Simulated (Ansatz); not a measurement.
Cartesian coordinates in Å:
```
C 1.045 -1.091 0.630
C 0.484 0.254 0.169
In 0.567 0.565 -1.969
Sn -1.549 0.514 0.838
H 2.104 -1.201 0.377
H 0.962 -1.228 1.715
H 0.524 -1.932 0.163
H 1.021 1.086 0.636
H 0.830 -0.813 -2.980
H 0.339 2.144 -2.631
H -1.987 2.166 0.853
H -1.714 -0.148 2.408
H -2.626 -0.317 -0.210
```

The species carries charge 0 and has multiplicity 1. In, Sn: def2 effective core potential.

(1) List the PBE/def2-TZVPP orbital energies in eV (the Gaussian-basis code of Ansatz). (An estimate is asked.)

## Answers

(1) Ansatz gave: Occupied: -269.25, -268.96, -132.89, -121.71, -88.81, -88.81, -88.79, -79.51, -79.15, -79.13, -25.30, -25.30, -25.28, -25.18, -25.18, -18.97, -18.64, -18.51, -18.51, -18.43, -18.11, -14.78, -12.40, -10.82, -10.30, -9.71, -9.06, -7.91, -7.71, -7.07, -6.87, -5.95. Lowest empty: -2.42, -0.91, -0.17, -0.02, 0.24, 0.33, 0.58, 0.94.
